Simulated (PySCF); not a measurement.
Sn(I)(SiH3) (H3ISiSn), SMILES [SiH3][Sn][I] (connectivity only; charge and spin as stated), neutral, multiplicity 1.

The structure is a stationary point at B3LYP-D3(BJ)/def2-SVP. The def2 effective core potentials stand for the cores of I, Sn; spin–orbit coupling is left out.

These are HF/def2-TZVPD (PySCF) values and carry that method's errors.

Gas-phase values at a fixed geometry.

Computed frontier levels, gap, dipole moment and polarisability:
```json
{
 "highest_occupied_level": "-8.37 eV",
 "lowest_empty_level": "-0.69 eV",
 "orbital_gap": "7.68 eV",
 "dipole_moment": "2.96 D",
 "quadrupole, principal values (traceless, Buckingham form, about the centre of nuclear charge)": "-6.61, 0.91, 5.70 D·Å",
 "mean_static_polarisability": "116.5 bohr³ (17.26 Å³)",
 "polarisability_principal_values": "85.4, 121.2, 142.9 bohr³"
}
```
